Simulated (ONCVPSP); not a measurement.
# u(r) = r·R(r): atom against pseudo-atom (carbon)

Columns: radius, all-electron u(r) and pseudo u(r) of the 2s shell (level -13.64 eV) of carbon in the configuration [He] 2s2 2p2; LDA (Perdew-Wang 92), scalar-relativistic, ONCV scheme, ONCVPSP 4.0.1.

| r (bohr) | all-electron | pseudo |
| --- | --- | --- |
| 0.108 | -0.3398 | 0.0605 |
| 0.215 | -0.2968 | 0.1259 |
| 0.322 | -0.1142 | 0.2040 |
| 0.430 | 0.1033 | 0.2977 |
| 0.538 | 0.3063 | 0.4007 |
| 0.645 | 0.4747 | 0.5048 |
| 0.752 | 0.6056 | 0.6055 |
| 0.860 | 0.7013 | 0.6951 |
| 0.968 | 0.7645 | 0.7616 |
| 1.075 | 0.8003 | 0.7998 |
| 1.182 | 0.8146 | 0.8145 |
| 1.290 | 0.8118 | 0.8118 |
| 1.398 | 0.7961 | 0.7961 |
| 1.505 | 0.7711 | 0.7711 |
| 1.612 | 0.7395 | 0.7394 |
| 1.720 | 0.7031 | 0.7031 |
| 1.828 | 0.6640 | 0.6640 |
| 1.935 | 0.6240 | 0.6240 |
| 2.042 | 0.5836 | 0.5836 |
| 2.150 | 0.5434 | 0.5434 |
| 2.258 | 0.5041 | 0.5041 |
| 2.365 | 0.4667 | 0.4667 |
| 2.472 | 0.4309 | 0.4309 |
| 2.580 | 0.3967 | 0.3967 |
| 2.688 | 0.3644 | 0.3644 |
| 2.795 | 0.3345 | 0.3345 |

(1) How many radial nodes do the two functions have?

(2) At about which radius was the pseudo-wave matched?

(3) Is the pseudo-wave norm-conserving?

## Answers

(1) The all-electron 2s function has n − l − 1 = 1; the pseudo-wave has 0, since the states of the same l below it are removed with the core.

(2) 1.30 bohr. The columns agree to 0.0005 from 1.18 bohr on; several derivatives are matched, so the curves merge somewhat inside the radius.

(3) Yes: the ONCV scheme keeps the norm inside the radius equal to the all-electron one, which fixes the energy derivative of the logarithmic derivative at the level.
